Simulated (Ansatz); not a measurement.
`[SiH3][NH][GeH3]` + `CO[SiH2]N` → `CO[SiH2][NH][GeH3]` + `N[SiH3]`  (ligand exchange at a Ge–N bond)

Isolated molecules relaxed with PBE0-D4/def2-TZVP in Ansatz; ΔE leaves out vibrations. CCSD(T)/CBS adds triple-zeta CCSD(T) − MP2 to the extrapolated MP2 energy (def2 sets, frozen cores). This one scheme is used for every species. DFT in def2-TZVPP. For Ge outer-core shells are correlated without core-valence functions, which leaves a few kJ/mol of doubt a bond. Scalar relativity is left out up to krypton. One conformer a species, not always the lowest.

`[SiH3][NH][GeH3]`:

```xyz
10

Si   -0.039    1.550   -0.321
N    -0.465    0.089    0.477
Ge    0.224   -1.590    0.180
H     1.349    1.391   -0.826
H    -0.108    2.696    0.627
H    -0.914    1.891   -1.481
H    -1.308    0.098    1.031
H     1.641   -1.392   -0.373
H    -0.627   -2.384   -0.832
H     0.246   -2.349    1.518
```

`CO[SiH2]N`:

```xyz
11

C     0.580   -1.546    0.516
O    -0.066   -0.995   -0.604
Si   -0.824    0.464   -0.565
N     0.154    1.820   -0.228
H     1.447   -0.945    0.815
H    -0.098   -1.628    1.375
H     0.928   -2.548    0.257
H    -1.850    0.450    0.514
H    -1.397    0.582   -1.923
H     0.274    2.178    0.704
H     0.852    2.167   -0.863
```

`CO[SiH2][NH][GeH3]`:

Cartesian coordinates in Å:
```
C -0.761 2.316 -0.894
O -0.822 1.015 -0.362
Si 0.227 0.481 0.789
N 0.054 -1.194 1.037
Ge 0.538 -2.514 -0.152
H -1.448 2.376 -1.740
H 0.247 2.562 -1.249
H -1.060 3.068 -0.154
H -0.037 1.181 2.076
H 1.605 0.779 0.308
H -0.591 -1.483 1.757
H -0.680 -3.037 -0.936
H 1.553 -1.873 -1.107
H 1.174 -3.679 0.627
```

`N[SiH3]`:

Z-matrix (Å, degrees):
```
Si
N 1 1.720
H 1 1.486 2 107.9
H 1 1.494 2 116.0 3 -120.3
H 1 1.486 2 107.9 3 119.4
H 2 1.007 1 119.6 3 -168.6
H 2 1.007 1 119.6 3 49.2
```

```
        level  ΔE (kJ/mol)
       PBE-D4          2.0
HF/def2-QZVPP          1.7
```

Problem. What does CCSD(T)/CBS give? (An estimate is asked.)

Solution. The calculation gave: +2.0 kJ/mol. The listed levels differ from it by 0.0, -0.3 kJ/mol.

Largest T1 diagnostic among the species: 0.011.
